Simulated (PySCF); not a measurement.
# Relaxation of singlet ZrOI₂

Method: PBE0/[Zr def2-SVP with ECP28, O def2-SVP, I def2-SVP with ECP28], scalar-relativistic core potentials, density fitting, no spin–orbit coupling, PySCF. A (50,194) grid was used.

A start displaced from a saddle point along its imaginary mode, of Cs symmetry, held to at least that symmetry:

```xyz
4
charge 0 multiplicity 1, angstrom
Zr    0.0000   -0.1106    0.7398
O     0.0000    0.2500    2.4598
I     2.4925    0.0234   -0.4171
I    -2.4925    0.0234   -0.4171
```

Optimiser trace:
```csv
step,E − E(last) (kJ/mol),largest gradient (Eh/bohr)
0,3.92,0.03325
1,0.48,0.00328
2,0.24,0.00128
3,0.15,0.00301
4,0.06,0.00291
5,0.00,0.00033
6,0.00,0.00007
```

It ends at Cs with Zr–I 2.743 Å (×2), Zr–O 1.720 Å; I–Zr–I 125.0°, I–Zr–O 113.6° (×2) (after a last refinement on a finer grid). A frequency run shows a minimum.

The relaxation took roughly 80 core-seconds on a shared host.
